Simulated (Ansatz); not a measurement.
Consider the ligand exchange at the Si–O bond: `OC(O)(F)O[SiH3]` + `CC(=N)Cl` → `C/C(Cl)=N\[SiH3]` + `OC(O)(O)F`.

Program: Ansatz. Geometries: PBE0-D4/def2-TZVP. ΔE: electronic, gas phase. CBS: MP2 limit from def2 TZ/QZ plus the TZ coupled-cluster correction, frozen cores. One conformer a species, not always the lowest.

| species | CCSD(T)/CBS(def2) energy (Eh) |
| --- | --- |
| `OC(O)(F)O[SiH3]` | -655.49679 |
| `CC(=N)Cl` | -592.98219 |
| `C/C(Cl)=N\[SiH3]` | -883.27379 |
| `OC(O)(O)F` | -365.18404 |

Task: Work out ΔE.

Result: ΔE = (-883.27379) + (-365.18404) − (-655.49679) − (-592.98219) = 0.02115 Eh = +0.58 eV.

Largest T1 diagnostic among the species: 0.012.

In def2-TZVPP, CCSD(T) changes the Hartree–Fock value by −0.06 eV (the triples alone add −0.02 eV) and MP2 by −0.09 eV.
